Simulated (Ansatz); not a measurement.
`[NH2][Sb]([NH2])[OH]` and `[NH2][SbH][OH]` differ in one atom or group.

Ansatz, PBE0-D4/def2-TZVP geometries, multiplicity 1. Each molecule was computed in one conformer, which needn't be the lowest.

Elements past krypton have def2 core potentials.  Spin–orbit coupling is left out; it splits and shifts lone-pair levels of the heavy atoms by tenths of an eV.

```csv
property,`[NH2][Sb]([NH2])[OH]`
HOMO–LUMO gap (PBE0/def2-TZVPP) / eV,6.23
zero-point energy (PBE0-D4/def2-TZVP) / kJ/mol,168.2
HOMO energy (PBE/def2-TZVPP) / eV,-5.50
size of the dipole moment (B3LYP/def2-TZVPP) / D,2.00
LUMO energy (PBE/def2-TZVPP) / eV,-1.22
HOMO energy (ωB97M-V/def2-TZVPP) / eV,-8.92
```

Question: Give the same properties after the change, and the shifts. (An estimate is asked.)

Answer: Computed: 
```tsv
property	`[NH2][SbH][OH]`	shift
HOMO–LUMO gap (PBE0/def2-TZVPP) / eV	6.54	0.31
zero-point energy (PBE0-D4/def2-TZVP) / kJ/mol	119.6	-48.6
HOMO energy (PBE/def2-TZVPP) / eV	-5.91	-0.41
size of the dipole moment (B3LYP/def2-TZVPP) / D	2.25	0.25
LUMO energy (PBE/def2-TZVPP) / eV	-1.35	-0.13
HOMO energy (ωB97M-V/def2-TZVPP) / eV	-9.32	-0.40
```

With PBE0 the HOMO falls by 0.41 eV and the LUMO falls by 0.11 eV, so the gap widens by about 0.30 eV. PBE moves the HOMO by -0.41 eV and ωB97M-V by -0.40 eV. The zero-point energy changes by -48.6 kJ/mol with -6 modes. Dipoles are sizes alone; their direction can turn.

Positive LUMOs are unbound, so they and the gaps depend on the basis.

B3LYP here is the variant with VWN-RPA as its local correlation; programs differ in this.
